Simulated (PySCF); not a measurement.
A series of substituents X on one scaffold: SiH2Cl-X. Isolated molecules, 0 K electronic values unless said otherwise. One relaxed conformer stands for each flexible species; it need not be the lowest. Strings in code marks are SMILES.

The four lowest singlet excitations (Tamm–Dancoff). Calculation: B3LYP-D3(BJ)/def2-TZVP // PBE0-D4/def2-TZVP run with PySCF. B3LYP has the VWN-RPA correlation part, as in Gaussian. Excitations are Tamm–Dancoff values on a coarser integration grid. The basis has no diffuse functions, so Rydberg states are missing or too high.

| state | energy (eV) | wavelength (nm) | oscillator strength |
|---|---|---|---|
| S1 | 6.08 | 204 | 0.001 |
| S2 | 6.54 | 190 | 0.037 |
| S3 | 6.93 | 179 | 0.026 |
| S4 | 7.51 | 165 | 0.015 |

**Question.** Which member gives these states?
A. `Cl[SiH2][SeH]` (Cl–Si–Se–H torsion 72°)
B. `[C-]#[N+][SiH2]Cl`
C. `C[S@@](=O)[SiH2]Cl` (O–S–Si–Cl torsion 174°)
D. `S[SiH2]Cl` (H–S–Si–Cl torsion 70°)

**Answer.** D, `S[SiH2]Cl` (H–S–Si–Cl torsion 70°)
